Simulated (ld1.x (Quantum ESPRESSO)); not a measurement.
# Reading a pseudo-wave (Cl (Z = 17))

Columns: radius, all-electron u(r) and pseudo u(r) of the 3s shell (level -32.06 eV) of chlorine in the configuration [Ne] 3s2 3p4; LDA (PZ), scalar-relativistic, TM semilocal scheme, ld1.x (Quantum ESPRESSO) 7.5.

| r (bohr) | all-electron | pseudo |
| --- | --- | --- |
| 0.078 | 0.1819 | 0.0328 |
| 0.155 | -0.1515 | 0.0667 |
| 0.232 | -0.3906 | 0.1038 |
| 0.310 | -0.4532 | 0.1465 |
| 0.388 | -0.3771 | 0.1960 |
| 0.465 | -0.2225 | 0.2534 |
| 0.542 | -0.0334 | 0.3202 |
| 0.620 | 0.1630 | 0.3978 |
| 0.698 | 0.3455 | 0.4838 |
| 0.775 | 0.5022 | 0.5734 |
| 0.852 | 0.6316 | 0.6621 |
| 0.930 | 0.7342 | 0.7441 |
| 1.008 | 0.8098 | 0.8119 |
| 1.085 | 0.8604 | 0.8606 |
| 1.162 | 0.8901 | 0.8902 |
| 1.240 | 0.9025 | 0.9025 |
| 1.318 | 0.8999 | 0.8999 |
| 1.395 | 0.8857 | 0.8857 |
| 1.472 | 0.8626 | 0.8626 |
| 1.550 | 0.8321 | 0.8321 |
| 1.628 | 0.7966 | 0.7966 |
| 1.705 | 0.7582 | 0.7582 |
| 1.782 | 0.7177 | 0.7177 |
| 1.860 | 0.6756 | 0.6756 |
| 1.938 | 0.6333 | 0.6333 |
| 2.015 | 0.5919 | 0.5919 |

**Question.** How many radial nodes do the two functions have?

**Answer.** The all-electron 3s function has n − l − 1 = 2; the pseudo-wave has 0, since the states of the same l below it are removed with the core.

**Question.** At about which radius was the pseudo-wave matched?

**Answer.** 1.20 bohr. The columns agree to 0.0005 from 1.08 bohr on; several derivatives are matched, so the curves merge somewhat inside the radius.

**Question.** Is the pseudo-wave norm-conserving?

**Answer.** Yes: the TM semilocal scheme keeps the norm inside the radius equal to the all-electron one, which fixes the energy derivative of the logarithmic derivative at the level.
